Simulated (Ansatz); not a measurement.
Ansatz (an electronic-structure program) input:

Ansatz 0.2 input:
```yaml
crystal:
  periodic: [false, false, false]
  atoms:
    - {symbol: Si, position_ang: [0.00000000, -0.00000000, -0.00000000]}
    - {symbol: H, position_ang: [-0.01759518, -0.02301502, 1.61556330]}
    - {symbol: H, position_ang: [0.01759518, 0.02301502, -1.61556330]}
    - {symbol: H, position_ang: [1.53014524, 0.00631692, 0.01675488]}
    - {symbol: H, position_ang: [-0.77074903, 1.32193119, 0.01043772]}
    - {symbol: H, position_ang: [-0.75939621, -1.32824811, -0.02719260]}
basis:
  gaussian:
    orbitals: def2-TZVP
hamiltonian:
  xc: b3lyp
  dispersion: d3bj
total_charge: -1
phonons: {temperatures: {t_min: 298.15, t_max: 298.15, t_step: 100}}
```

### Question
What final total energy does it print?

### Answer
-292.48678 Eh (B3LYP-D3(BJ)/def2-TZVP). The basis has 67 functions.
